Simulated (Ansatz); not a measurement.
`O=C[SiH2]Cl` + `O[SiH2]F` → `O=CO[SiH2]F` + `[SiH3]Cl`  (substitution at a C–Si bond)

Gas-phase electronic energies from Ansatz, PBE0-D4/def2-TZVP geometries. CBS: MP2 limit from def2 TZ/QZ plus the TZ coupled-cluster correction, frozen cores. This one scheme is used for every species. Each species was taken in one conformer, which may not be the lowest.

| species | HF/def2-TZVPP energy (Eh) |
| --- | --- |
| `O=C[SiH2]Cl` | -863.00823 |
| `O[SiH2]F` | -465.19472 |
| `O=CO[SiH2]F` | -577.97494 |
| `[SiH3]Cl` | -750.24823 |

(1) Work out ΔE.

Largest T1 diagnostic among the species: 0.015.

Results:

(1) ΔE = (-577.97494) + (-750.24823) − (-863.00823) − (-465.19472) = -0.02022 Eh = -12.7 kcal/mol. CCSD(T)/CBS gives -8.4 kcal/mol.

In def2-TZVPP, CCSD(T) changes the Hartree–Fock value by +3.0 kcal/mol (the triples alone add −0.0 kcal/mol) and MP2 by +2.8 kcal/mol. From BLYP to BHLYP (50 % exact exchange), in def2-TZVPP and without D4, ΔE moves by −1.8 kcal/mol.
